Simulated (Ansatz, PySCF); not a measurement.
Reaction (SMILES): Cl[SiH2]Cl -> Cl[SiH-]Cl + H+
Structures are relaxed separately at B3LYP-D3(BJ)/def2-TZVP in Ansatz (a quantum-chemistry and plane-wave program). Frequencies are from Ansatz or PySCF.

Wanted: gas-phase deprotonation energy (enthalpy at 298 K, with B3LYP-D3(BJ) rigid-rotor harmonic-oscillator terms), in kJ/mol. Cores are frozen in the correlated levels unless marked. Spin-orbit coupling is left out. No relativistic terms. Anions need diffuse functions: aug- sets have them; def2-D sets add few; the other sets have none. CBS(X,Y): correlation extrapolated as X^-3; Hartree-Fock from the larger set. [CCSD(T)-MP2]/basis is that difference in the basis named.

Level to compare with: RI-MP2/CBS(aug-cc-pV(T+d)Z,aug-cc-pV(Q+d)Z)+[CCSD(T)-MP2]/aug-cc-pV(T+d)Z (Ansatz), 1472.0 kJ/mol. It is a level with limits of its own, and the differences hold the functionals' basis error too.

Question: Rank these functionals by how close they come to RI-MP2/CBS(aug-cc-pV(T+d)Z,aug-cc-pV(Q+d)Z)+[CCSD(T)-MP2]/aug-cc-pV(T+d)Z, closest first: wB97M-V/def2-TZVPD (Ansatz); SVWN5/def2-TZVPD (Ansatz); HSE06/def2-TZVPD (Ansatz).

Answer: HSE06/def2-TZVPD (screened hybrid, 1464.2 kJ/mol, difference -7.8), wB97M-V/def2-TZVPD (range-separated hybrid meta-GGA with VV10, 1450.4 kJ/mol, difference -21.6), SVWN5/def2-TZVPD (LDA, 1419.7 kJ/mol, difference -52.3)
